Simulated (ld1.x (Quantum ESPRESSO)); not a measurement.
An all-electron radial function and its pseudo partner (europium (Eu))

Columns: radius, all-electron u(r) and pseudo u(r) of the 5p shell (level -50.93 eV) of europium in the configuration [Kr] 4d10 4f6 5s2 5p6 5d0 6s0 6p0; PBE, scalar-relativistic, TM scheme, ld1.x (Quantum ESPRESSO) 7.5.

| r (bohr) | all-electron | pseudo |
| --- | --- | --- |
| 0.135 | -0.2242 | -0.0183 |
| 0.270 | -0.0625 | -0.0719 |
| 0.405 | 0.4233 | -0.1574 |
| 0.540 | 0.4261 | -0.2690 |
| 0.675 | 0.1143 | -0.3988 |
| 0.810 | -0.2599 | -0.5364 |
| 0.945 | -0.5698 | -0.6691 |
| 1.080 | -0.7796 | -0.7828 |
| 1.215 | -0.8951 | -0.8648 |
| 1.350 | -0.9350 | -0.9057 |
| 1.485 | -0.9209 | -0.9038 |
| 1.620 | -0.8712 | -0.8646 |
| 1.755 | -0.8004 | -0.7989 |
| 1.890 | -0.7195 | -0.7194 |
| 2.025 | -0.6359 | -0.6359 |
| 2.160 | -0.5545 | -0.5545 |
| 2.295 | -0.4784 | -0.4784 |
| 2.430 | -0.4093 | -0.4093 |
| 2.565 | -0.3475 | -0.3475 |
| 2.700 | -0.2933 | -0.2933 |
| 2.835 | -0.2463 | -0.2463 |
| 2.970 | -0.2058 | -0.2058 |
| 3.105 | -0.1712 | -0.1712 |
| 3.240 | -0.1419 | -0.1419 |
| 3.375 | -0.1171 | -0.1171 |
| 3.510 | -0.0963 | -0.0963 |

Q: How many radial nodes do the two functions have?

A: The all-electron 5p function has n − l − 1 = 3 (the table is too coarse to show those close to the nucleus); the pseudo-wave has 0, since the states of the same l below it are removed with the core.

Q: At about which radius was the pseudo-wave matched?

A: 2.10 bohr. The columns agree to 0.0005 from 1.89 bohr on; several derivatives are matched, so the curves merge somewhat inside the radius.

Q: Where does each function peak?

A: Outermost all-electron maximum near 1.35 bohr, pseudo maximum near 1.35 bohr (to the table’s step).

Q: Is the pseudo-wave norm-conserving?

A: Yes: the TM scheme keeps the norm inside the radius equal to the all-electron one, which fixes the energy derivative of the logarithmic derivative at the level.
